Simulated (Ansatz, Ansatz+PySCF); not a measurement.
```xyz
2

Li    0.0000    0.0000   -0.7790
H     0.0000    0.0000    2.3369
```

Basis set: 6-31G (spherical functions). All electrons are correlated. Charge 0, multiplicity 1.

Computed with Ansatz (development build ahead of 0.2.0); each method stands on the lowest determinant of its kind that the runs found. Restricted open shells among the atoms or ions are ROHF, correlated in semicanonical orbitals with singles. Restricted functionals stand beside restricted open-shell atoms, which can lie above the unrestricted atoms usual in DFT and then raise those values.

The atomization energy at this shape (free ground-state atoms in the same class of orbitals less the molecule, no zero-point energy) of singlet LiH:

```csv
method,atomization energy
PBE0 (unrestricted),42.9 kJ/mol
PBE0 (restricted),28.8 kJ/mol
RHF-CCSD(T),43.5 kJ/mol
UHF-MP2,14.7 kJ/mol
RHF,-72.7 kJ/mol
UHF,11.6 kJ/mol
```

Problem. What does RHF-MP2 give?

Solution. -18.9 kJ/mol. Caution for PBE0 (unrestricted), PBE0 (restricted): charge can spread falsely over distant fragments. Caution for PBE0 (unrestricted): the unrestricted determinant is spin contaminated. Caution for RHF-CCSD(T), RHF-MP2, RHF: an unrestricted determinant lies well below. Caution for RHF-CCSD(T), RHF-MP2: bonds are stretched, where a single reference can fail. Caution for UHF-MP2: a plain start can end on a higher determinant; large amplitudes, a single reference is doubtful. Caution for UHF-MP2, UHF: the unrestricted determinant is a mixture of spin states.

This basis has no polarisation functions and is too small for such energies, which can lie far from measured ones in either direction.
